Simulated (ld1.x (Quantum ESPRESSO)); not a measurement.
# Au (Z = 79): variants of one TM potential

Base potential:

ld1.x (Quantum ESPRESSO) 7.5 input, shortened:

```
&input
   title='Au', zed=79., rel=1, dft='PZ', iswitch=3,
   config='[Xe] 4f14 5d9.5 6s0 6p0'
 /
 &inputp
   pseudotype=2, tm=.true., lloc=-1, rcloc=1.10,
   nlcc=.true., new_core_ps=.true., rcore=0.90
 /
3
5S  1  0   2.00   0.00  1.30  1.30  0.0
5P  2  1   6.00   0.00  1.25  1.25  0.0
5D  3  2   9.50   0.00  1.70  1.70  0.0
 &test
   configts(1)='5s2 5p6 5d9.5 6s0 6p0'
 /
```

All-electron outer shells of the reference configuration (LDA (PZ), scalar-relativistic, ld1.x):

```json
{"shell": "5s", "level (eV)": "-123.69", "outermost node (bohr)": "0.48", "outermost maximum (bohr)": "0.84"}
{"shell": "4f", "level (eV)": "-96.52", "outermost node (bohr)": "–", "outermost maximum (bohr)": "0.37"}
{"shell": "5p", "level (eV)": "-74.94", "outermost node (bohr)": "0.52", "outermost maximum (bohr)": "0.96"}
{"shell": "5d", "level (eV)": "-21.45", "outermost node (bohr)": "0.56", "outermost maximum (bohr)": "1.21"}
{"shell": "6s", "level (eV)": "-18.26", "outermost node (bohr)": "1.10", "outermost maximum (bohr)": "2.18"}
{"shell": "6p", "level (eV)": "-10.70", "outermost node (bohr)": "1.30", "outermost maximum (bohr)": "2.80"}
```

Cutoffs, loose and tight: the cutoffs (Ry, on a coarse ladder) from which the occupation-weighted sum of valence levels, in a spherical-Bessel basis at the reference potential, stays within 10 and 1 mRy of its value at 400 Ry. They do not see the model core or the augmentation charge, which bear on the density cutoff. Test errors are all-electron minus pseudo excitation energies from the reference, over the configurations 5s2 5p6 5d10 6s1 6p0; 5s2 5p6 5d10 6s0 6p0; 5s2 5p6 5d9 6s0 6p0; 5s2 5p6 5d9 6s1 6p1; 5s2 5p6 5d7 6s0 6p0; 5s2 5p5 5d10 6s1 6p0; 5s2 5p6 5d9 6s2 6p0 (two spin-polarised tests are not counted in the largest error). A dash means not determined; rows that change the core or the reference have their own tests. The largest error is taken over the tests solved by every variant that gives reliable tests at all: 5s2 5p6 5d10 6s0 6p0; 5s2 5p6 5d7 6s0 6p0; 5s2 5p6 5d9 6s0 6p0.

A true bound ghost makes a file unfit for plane-wave use even where its test errors are small: the radial tests pick states by their node count and pass the ghost by. Where a test does run into it, the solver fails or the error is huge.

```tsv
change	outcome	cutoff, loose	cutoff, tight	bound ghosts	largest test error (meV)
base	generated	120 Ry	180 Ry	s	-10
all radii but the core radius scaled by about 0.83 (s 1.08, p 1.04, d 1.40 bohr); local potential all-electron potential smoothed inside 0.90 bohr (lloc = -1)	generated	160 Ry	260 Ry	s	-5.4
all radii but the core radius scaled by about 0.91 (s 1.18, p 1.14, d 1.54 bohr); local potential all-electron potential smoothed inside 1.00 bohr (lloc = -1)	generated	140 Ry	230 Ry	s	-9.5
all radii but the core radius scaled by about 1.05 (s 1.36, p 1.32, d 1.78 bohr); local potential all-electron potential smoothed inside 1.16 bohr (lloc = -1)	generated	110 Ry	160 Ry	s	-12
all radii but the core radius scaled by about 1.17 (s 1.52, p 1.46, d 1.98 bohr); local potential all-electron potential smoothed inside 1.28 bohr (lloc = -1)	generated	70 Ry	110 Ry	none	-12
all radii but the core radius scaled by about 1.22 (s 1.58, p 1.52, d 2.08 bohr); local potential all-electron potential smoothed inside 1.34 bohr (lloc = -1)	generated	70 Ry	100 Ry	none	-8.4
all radii but the core radius scaled by about 1.29 (s 1.68, p 1.62, d 2.20 bohr); local potential all-electron potential smoothed inside 1.42 bohr (lloc = -1)	generated	55 Ry	80 Ry	none	-5.3
```

What comes out with this change to the base: all radii but the core radius scaled by about 0.75 (s 0.98, p 0.94, d 1.28 bohr); local potential all-electron potential smoothed inside 0.84 bohr (lloc = -1)?

outcome: generated; cutoff, loose: 230 Ry; cutoff, tight: over 300 Ry; bound ghosts: s, p; largest test error (meV): +2.7.

What comes out with this change to the base: all radii but the core radius scaled by about 1.40 (s 1.82, p 1.76, d 2.38 bohr); local potential all-electron potential smoothed inside 1.54 bohr (lloc = -1)?

outcome: generated; cutoff, loose: 45 Ry; cutoff, tight: 70 Ry; bound ghosts: none; largest test error (meV): -21.

Reading the sweep of the scale of all radii but the core radius (base = 1) (base included, trends over the rows without a ghost): The loose cutoff falls from 70 Ry at 1.17 to 45 Ry at 1.4. A larger radius leaves more room for a smooth pseudo-wave, so fewer plane waves are needed; a smaller one forces it to follow the all-electron wave where it bends sharply. The median size of the test errors (rows with all tests solved) falls from 2679.9 meV at 1.17 to 629.2 meV at 1.4. This runs against the usual rule that a larger radius transfers worse; these runs do not show why. Bound ghosts are found at 0.75, 0.83, 0.91, 1, 1.05.
